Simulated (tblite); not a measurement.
Record of a relaxation.

Species: C₅H₉BFP.
SMILES with atom numbers: `[CH:1]#[C:2]/[C:3](=[CH:4]\[BH2-:5][PH3+:6])[CH2:7][F:8]` (hydrogens: H9 on C1; H10 on C4; H11, H12 on B5; H13, H14, H15 on P6; H16, H17 on C7)
Bond orders are those of one Lewis drawing.

Computed with GFN2-xTB (tblite), gas phase: L-BFGS steps from a force-field or distance-geometry start until the largest atomic force falls under 0.01 eV/Å. 9 of its 153 geometries are shown.

Step 0: E = -643.2340 eV, largest atomic force 2.243 eV/Å
```
atom  x, y, z in Å  |  force x, y, z in eV/Å
C1     -1.608    2.212    0.169   -0.167   0.051   0.106
C2     -1.381    1.030    0.192   -0.227  -0.403   0.253
C3     -1.095   -0.388    0.265   -1.231   1.874  -0.069
C4      0.087   -0.802   -0.112    1.049  -1.433   0.353
B5      1.224    0.158   -0.594    0.139   0.408  -1.926
P6      2.627    0.265    0.660   -0.368  -0.084  -0.883
C7     -2.195   -1.263    0.731   -1.019   0.043  -0.057
F8     -2.549   -0.895    2.035    0.072  -0.538  -0.425
H9     -1.819    3.253    0.157    0.114  -0.513  -0.043
H10     0.248   -1.891   -0.038    0.100   0.358  -0.090
H11     0.795    1.236   -0.887    0.222   0.111   0.392
H12     1.668   -0.267   -1.642    0.282  -0.173   0.281
H13     3.875   -0.088    0.085   -0.403   0.229   0.902
H14     2.330   -0.676    1.665    0.813   0.738   0.028
H15     2.803    1.577    1.147    0.298  -0.917   0.376
H16    -3.122   -1.121    0.113    0.508  -0.107   0.439
H17    -1.895   -2.328    0.694   -0.183   0.355   0.364
```

Step 19: E = -643.8771 eV, largest atomic force 0.165 eV/Å
```
atom  x, y, z in Å  |  force x, y, z in eV/Å
C1     -1.708    2.222    0.208   -0.029   0.013   0.016
C2     -1.470    1.046    0.214    0.021  -0.025   0.068
C3     -1.141   -0.332    0.261    0.022   0.000  -0.135
C4      0.065   -0.761   -0.134    0.001   0.001  -0.084
B5      1.226    0.146   -0.792   -0.134  -0.095   0.020
P6      2.620    0.233    0.574   -0.008   0.008   0.008
C7     -2.239   -1.251    0.749    0.095   0.065   0.002
F8     -2.575   -0.966    2.059   -0.036   0.000  -0.003
H9     -1.904    3.252    0.184   -0.059   0.003   0.002
H10     0.232   -1.837   -0.078    0.011   0.077   0.044
H11     0.914    1.271   -1.015    0.039  -0.007   0.060
H12     1.726   -0.385   -1.733    0.054  -0.090   0.018
H13     3.952   -0.036    0.304    0.026   0.001  -0.046
H14     2.523   -0.583    1.689   -0.021   0.004  -0.036
H15     2.847    1.416    1.255   -0.059  -0.008   0.040
H16    -3.158   -1.124    0.157    0.099  -0.014   0.079
H17    -1.916   -2.300    0.738   -0.023   0.068  -0.054
```

Step 38: E = -643.9250 eV, largest atomic force 0.123 eV/Å
```
atom  x, y, z in Å  |  force x, y, z in eV/Å
C1     -1.889    2.250    0.262   -0.001   0.045   0.004
C2     -1.468    1.127    0.207    0.009  -0.082  -0.028
C3     -1.102   -0.240    0.229    0.038  -0.016  -0.016
C4      0.077   -0.721   -0.182    0.044   0.012   0.059
B5      1.308    0.059   -0.858   -0.095  -0.078  -0.006
P6      2.597    0.176    0.581    0.066   0.025   0.018
C7     -2.175   -1.160    0.757   -0.039  -0.018  -0.010
F8     -2.449   -0.916    2.088   -0.003   0.011   0.007
H9     -2.224    3.243    0.292    0.029   0.017  -0.018
H10     0.194   -1.798   -0.060    0.039   0.068  -0.064
H11     1.096    1.173   -1.212    0.005  -0.022   0.041
H12     1.838   -0.621   -1.682    0.031  -0.002  -0.043
H13     3.959    0.126    0.330    0.019   0.044  -0.002
H14     2.585   -0.761    1.602   -0.022   0.014  -0.075
H15     2.619    1.302    1.382   -0.047  -0.018   0.067
H16    -3.117   -1.023    0.214   -0.049   0.034   0.028
H17    -1.855   -2.204    0.688   -0.025  -0.035   0.038
```

Step 57: E = -643.9864 eV, largest atomic force 0.160 eV/Å
```
atom  x, y, z in Å  |  force x, y, z in eV/Å
C1     -1.785    2.232    0.193    0.036  -0.007  -0.083
C2     -1.404    1.093    0.151    0.009   0.066  -0.028
C3     -1.080   -0.282    0.213    0.123   0.023   0.071
C4      0.093   -0.790   -0.187    0.118   0.064  -0.044
B5      1.293    0.029   -0.885    0.037   0.024  -0.101
P6      2.544    0.203    0.568    0.014  -0.003   0.148
C7     -2.177   -1.123    0.812    0.021   0.023   0.016
F8     -2.322   -0.858    2.162   -0.002  -0.013   0.017
H9     -2.072    3.240    0.158   -0.001   0.024   0.036
H10     0.208   -1.865   -0.042    0.037   0.082  -0.079
H11     1.024    1.136   -1.229   -0.043  -0.020   0.021
H12     1.895   -0.580   -1.724   -0.118  -0.058   0.091
H13     3.866    0.633    0.463   -0.127  -0.032  -0.028
H14     2.798   -0.978    1.249    0.022   0.104   0.032
H15     2.195    0.987    1.661    0.011  -0.134  -0.074
H16    -3.139   -0.877    0.347   -0.038  -0.134   0.030
H17    -1.945   -2.190    0.730   -0.099  -0.010  -0.024
```

Step 76: E = -644.0088 eV, largest atomic force 0.018 eV/Å
```
atom  x, y, z in Å  |  force x, y, z in eV/Å
C1     -1.718    2.256    0.137    0.004  -0.003  -0.004
C2     -1.386    1.102    0.154    0.006   0.012   0.005
C3     -1.073   -0.277    0.229   -0.003   0.003  -0.004
C4      0.088   -0.783   -0.204   -0.006  -0.005  -0.008
B5      1.284    0.033   -0.900   -0.006   0.001   0.001
P6      2.502    0.184    0.582    0.004   0.008  -0.012
C7     -2.162   -1.126    0.839    0.000  -0.002  -0.006
F8     -2.276   -0.883    2.196    0.009  -0.007  -0.005
H9     -1.981    3.271    0.094    0.003   0.004   0.007
H10     0.205   -1.858   -0.089    0.004  -0.007  -0.008
H11     1.019    1.146   -1.222   -0.004  -0.006  -0.007
H12     1.860   -0.596   -1.733    0.008   0.002   0.002
H13     3.750    0.787    0.509    0.004  -0.001   0.005
H14     2.913   -0.986    1.196   -0.010  -0.003   0.015
H15     2.050    0.829    1.717   -0.012   0.003   0.000
H16    -3.140   -0.895    0.403   -0.006   0.004   0.011
H17    -1.942   -2.193    0.732    0.004  -0.004   0.010
```

Step 95: E = -644.0208 eV, largest atomic force 0.064 eV/Å
```
atom  x, y, z in Å  |  force x, y, z in eV/Å
C1     -1.567    2.257    0.177    0.005  -0.002   0.016
C2     -1.286    1.089    0.147    0.009   0.008   0.031
C3     -1.032   -0.303    0.165   -0.020   0.009   0.025
C4      0.074   -0.841   -0.369   -0.005  -0.004   0.034
B5      1.297   -0.017   -1.009   -0.001  -0.004   0.000
P6      2.306    0.240    0.615    0.017   0.020  -0.010
C7     -2.074   -1.117    0.892   -0.008  -0.006   0.004
F8     -1.941   -0.926    2.259   -0.028  -0.026  -0.035
H9     -1.792    3.281    0.182    0.006   0.007  -0.008
H10     0.146   -1.925   -0.311    0.028   0.008   0.010
H11     1.023    1.067   -1.411   -0.004   0.006  -0.015
H12     1.996   -0.650   -1.735   -0.004  -0.025  -0.007
H13     3.546    0.863    0.705   -0.017   0.003   0.002
H14     2.644   -0.903    1.315   -0.008  -0.007   0.005
H15     1.687    0.903    1.658   -0.020   0.002  -0.037
H16    -3.099   -0.817    0.640    0.061   0.019  -0.005
H17    -1.935   -2.189    0.718   -0.012  -0.008  -0.009
```

Step 114: E = -644.0355 eV, largest atomic force 0.069 eV/Å
```
atom  x, y, z in Å  |  force x, y, z in eV/Å
C1     -1.428    2.258    0.249    0.006  -0.065   0.023
C2     -1.188    1.081    0.211   -0.004   0.026   0.002
C3     -0.976   -0.320    0.194   -0.014  -0.003  -0.014
C4      0.094   -0.875   -0.396   -0.006   0.009   0.018
B5      1.307   -0.062   -1.075    0.025   0.020   0.017
P6      2.200    0.305    0.595    0.009   0.001  -0.068
C7     -2.031   -1.126    0.910   -0.001   0.001  -0.013
F8     -1.837   -1.059    2.281    0.001  -0.009  -0.046
H9     -1.632    3.287    0.263    0.024  -0.008   0.002
H10     0.153   -1.959   -0.364   -0.036   0.004   0.010
H11     1.015    0.984   -1.552   -0.005   0.014  -0.007
H12     2.035   -0.723   -1.740    0.009  -0.031   0.007
H13     3.429    0.926    0.820   -0.037  -0.013  -0.004
H14     2.417   -0.808    1.386    0.025   0.035   0.018
H15     1.449    1.029    1.494    0.004   0.011   0.033
H16    -3.039   -0.739    0.725   -0.002   0.006   0.004
H17    -1.974   -2.186    0.640    0.003   0.003   0.017
```

Step 133: E = -644.0516 eV, largest atomic force 0.104 eV/Å
```
atom  x, y, z in Å  |  force x, y, z in eV/Å
C1     -1.263    2.236    0.384   -0.003   0.061  -0.001
C2     -1.149    1.046    0.271    0.036  -0.096  -0.015
C3     -1.006   -0.361    0.191    0.025  -0.029   0.027
C4      0.065   -0.929   -0.384   -0.019  -0.017   0.012
B5      1.302   -0.141   -1.052   -0.024  -0.011   0.053
P6      2.160    0.423    0.574    0.054   0.028   0.013
C7     -2.102   -1.163    0.849    0.003   0.001   0.017
F8     -1.908   -1.207    2.221    0.001   0.008  -0.036
H9     -1.362    3.278    0.452   -0.028   0.019   0.006
H10     0.093   -2.014   -0.364   -0.033   0.016  -0.049
H11     1.014    0.851   -1.639   -0.025  -0.007  -0.022
H12     2.072   -0.846   -1.623    0.002   0.006   0.006
H13     3.365    1.116    0.651   -0.026  -0.025   0.019
H14     2.465   -0.578    1.478    0.026   0.027  -0.005
H15     1.428    1.220    1.429   -0.006  -0.016  -0.021
H16    -3.090   -0.715    0.697    0.025  -0.009  -0.012
H17    -2.094   -2.204    0.506   -0.010   0.044   0.008
```

Step 152: E = -644.0601 eV, largest atomic force 0.010 eV/Å
```
atom  x, y, z in Å  |  force x, y, z in eV/Å
C1     -1.214    2.207    0.481    0.002   0.002   0.001
C2     -1.090    1.019    0.343   -0.001  -0.006   0.002
C3     -0.999   -0.388    0.211   -0.002  -0.003  -0.002
C4      0.047   -0.979   -0.383   -0.001   0.000  -0.004
B5      1.314   -0.211   -1.009    0.005  -0.002  -0.008
P6      2.169    0.495    0.564    0.002  -0.003  -0.001
C7     -2.150   -1.159    0.807   -0.004   0.004   0.001
F8     -2.002   -1.261    2.181   -0.002   0.004  -0.004
H9     -1.317    3.247    0.576   -0.002   0.002   0.003
H10     0.010   -2.062   -0.441    0.002  -0.004   0.002
H11     1.031    0.732   -1.679    0.000   0.001   0.001
H12     2.118   -0.933   -1.512   -0.004   0.002  -0.001
H13     3.332    1.248    0.514    0.002   0.003   0.002
H14     2.591   -0.415    1.516    0.003  -0.001   0.004
H15     1.446    1.312    1.406   -0.005   0.002  -0.001
H16    -3.109   -0.656    0.641    0.006  -0.003  -0.002
H17    -2.183   -2.184    0.424   -0.001   0.001   0.006
```

Question: Summarise the path.

Answer: The energy falls by 0.8261 eV from step 0 to step 152; nine tenths of that is first reached at step 55. It falls at every step. The largest force goes from 2.243 to 0.010 eV/Å. Among the bonds C4–B5 changes most, from 1.563 to 1.608 Å; the atoms move by 0.721 Å rms after alignment.

The cost below is that of the whole relaxation. On Arm Neoverse N1, one thread, no GPU, shared host with 64 logical CPUs at a one-minute load of 61, this took 1.8 s of wall time.
